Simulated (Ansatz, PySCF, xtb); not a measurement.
Torsion H3–Se1–Se2–H4 in H2Se2 (SMILES [SeH][SeH]); at each angle all else is relaxed with GFN2-xTB, and the levels are single points there.
Geometry at 90° (charge 0, multiplicity 1):
```xyz
4

Se    -1.07770     0.67534     0.36085
Se     1.07339     0.51547    -0.36935
H     -1.60595    -0.48781    -0.34201
H      0.93129     1.33596    -1.56626
```

On the grid 0° to 330°, 0° is the highest and 90° the lowest point at CCSD(T)/CBS(cc-pVTZ, cc-pVQZ).

Rows in 3-21G carry no dispersion term and start afresh at each structure; the Pople sets are all-electron and without relativity.

The values were computed with Ansatz (a quantum-chemistry and plane-wave program); PySCF for 3-21G rows; xtb for the GFN methods. Each number belongs to the level named beside it.

Question: One of these levels gives 6.98 kcal/mol for the energy at 0° less that at 90°. Which one is it?
A. SVWN5/def2-TZVPP
B. GFN2-xTB
C. HF/3-21G

Answer: A, SVWN5/def2-TZVPP. The others give 5.36 (GFN2-xTB), 4.06 (HF/3-21G)
